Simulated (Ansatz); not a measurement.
Input for Ansatz (a program for electronic structure): U-wB97X-V/cc-pVTZ on CH6BeGe (SMILES [CH3][Be][GeH3]), a point of a bond scan (R = 1.392 Å).

Ansatz 0.2 input:
```yaml
crystal:
  periodic: [false, false, false]
  atoms:
    - {symbol: Be, position_ang: [-0.18384765, 1.04916504, -0.75458802]}
    - {symbol: C, position_ang: [-0.41926256, 2.39260940, -1.72082973]}
    - {symbol: H, position_ang: [-1.22682849, 3.03090250, -1.34594530]}
    - {symbol: H, position_ang: [-0.68259427, 2.11781029, -2.74808870]}
    - {symbol: H, position_ang: [0.47837929, 3.01783564, -1.77956966]}
    - {symbol: Ge, position_ang: [0.12640089, -0.72133305, 0.51880234]}
    - {symbol: H, position_ang: [0.89571806, -1.70818957, -0.09014977]}
    - {symbol: H, position_ang: [0.84789286, -0.39872335, 1.84778085]}
    - {symbol: H, position_ang: [-1.19190946, -1.41964363, 0.92528940]}
basis:
  gaussian:
    orbitals: cc-pVTZ
hamiltonian:
  xc: {name: wB97X-V}
magnetization: {spin_polarized: true, initial_magnetization: 0}
```

The head of its log:

```
WARN ansatz: RAYON_NUM_THREADS=1 ignored (pool sized by the plan → 1); use --threads N
Functional definition: wB97X-V
integrals: 0.13 GiB planned
1093 factors; their error is unknown
integrals: 0.16 GiB planned
287 factors; integrals over basis functions are off by at most 1.6e-5 eV
mean field: 1.51 GiB planned
mean field evaluation 1: about -58046.6443 eV, gradient 2.7e1 eV
mean field evaluation 2: about -58048.2527 eV, gradient 1.9e1 eV
```

**Question.** Predict the final total energy.

**Answer.** -2133.2972 hartree.
